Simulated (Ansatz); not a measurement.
Consider the formal hydrolysis of a C–Zn bond: `CO[CH2][ZnH]` + H₂O → `COCO` + `[ZnH2]`.

Program: Ansatz. Geometries: PBE0-D4/def2-TZVP. ΔE: electronic, gas phase. CCSD(T)/CBS is the MP2 limit (def2-TZVPP, def2-QZVPP) plus CCSD(T) − MP2 in def2-TZVPP, frozen cores. This one scheme is used for every species. Functionals use def2-TZVPP. B3LYP here is the variant with VWN-RPA as its local correlation; programs differ in this. For Zn outer-core shells are correlated without core-valence functions, which leaves a few kJ/mol of doubt a bond. Scalar relativity is left out up to krypton. One conformer a species, not always the lowest.

| level | ΔE (kJ/mol) |
| --- | --- |
| r2SCAN-D4 | 10.0 |
| B3LYP-D4 | 11.0 |
| r2SCAN | 9.8 |
| PBE0 | 10.9 |
| B3LYP | 9.6 |
| CCSD(T)/def2-TZVPP | 14.3 |
| HF/def2-QZVPP | -8.3 |
| SCS-MP2/def2-QZVPP | 21.5 |

(1) What does CCSD(T)/CBS give? (Best estimate.)

Largest T1 diagnostic among the species: 0.016.

Results:

(1) Computed: +22.5 kJ/mol. The listed levels differ from it by -12.5, -11.5, -12.7, -11.6, -12.9, -8.2, -30.8, -1.0 kJ/mol.

In def2-TZVPP, CCSD(T) changes the Hartree–Fock value by +24.2 kJ/mol (the triples alone add +1.9 kJ/mol) and MP2 by +33.7 kJ/mol.
